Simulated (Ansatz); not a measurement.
Basis-set extrapolation for `CC1=C(F)[SiH2]1` (PBE0-D4/def2-TZVP geometry, frozen core, Ansatz). Multiplicity 1, RHF reference.

|  | def2-TZVPP | def2-QZVPP |
| --- | --- | --- |
| HF | -504.902480 | -504.920976 |
| MP2 correlation | -0.847986 | -0.911539 |
| CCSD(T) correlation | -0.919606 | not run |

Energies in hartree. Use E(X) = E(∞) + A·exp(−7.88·√X) for Hartree–Fock and E(X) = E(∞) + B·X^(−2.97) for correlation, with X = 3 and 4, and add CCSD(T) minus MP2 of the smaller set to the MP2 limit.

Question: What is the CCSD(T) energy at the basis-set limit?

Answer: HF limit: -504.920976 + (-0.018496) × 0.13774 = -504.92352. MP2 limit: -0.911539 + (-0.063553) × 0.74074 = -0.95862. Higher-order term: -0.919606 − (-0.847986) = -0.07162. Total: -505.95376 hartree, 82.6 kcal/mol below CCSD(T)/def2-TZVPP.
